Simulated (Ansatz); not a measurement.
Reaction (ligand exchange at a Ge–N bond): `B[NH][GeH3]` + `CC(O)=S` → `CC(=S)[O][GeH3]` + `BN`

Gas-phase electronic energies from Ansatz, PBE0-D4/def2-TZVP geometries. CCSD(T)/CBS is the MP2 limit (def2-TZVPP, def2-QZVPP) plus CCSD(T) − MP2 in def2-TZVPP, frozen cores. This one scheme is used for every species. DFT in def2-TZVPP. B3LYP here is the variant with VWN-RPA as its local correlation; programs differ in this. HSE06 is defined as in plane-wave codes. For Ge outer-core shells are correlated without core-valence functions, which leaves a few kJ/mol of doubt a bond. Scalar relativity is left out up to krypton. Each species was taken in one conformer, which may not be the lowest.

```
             level  ΔE (kJ/mol)
         revPBE-D4          0.2
          B3LYP-D4         -2.9
          BHLYP-D4         -1.6
             HSE06          6.2
             BHLYP          2.1
RPA@PBE/def2-TZVPP          3.4
     HF/def2-QZVPP          2.5
SCS-MP2/def2-QZVPP          0.7
```

Problem. What does CCSD(T)/CBS give? (An estimate is asked.)

Solution. Ansatz gave: +2.1 kJ/mol. The listed levels differ from it by -1.9, -5.0, -3.7, 4.1, 0.0, 1.3, 0.4, -1.4 kJ/mol.

Largest T1 diagnostic among the species: 0.017.

The D4 term adds −4.2 kJ/mol with B3LYP and −2.5 kJ/mol with PBE0; it sums over pairs of atoms, weighted by their polarisabilities, and B3LYP, whose exchange is more repulsive, gets the larger term. Leaving LDA and LC-ωPBE aside and taking each functional with its dispersion term where it has one, the values, not all of them listed here, spread over 10.7 kJ/mol, from BLYP-D4 to PBE-QIDH.
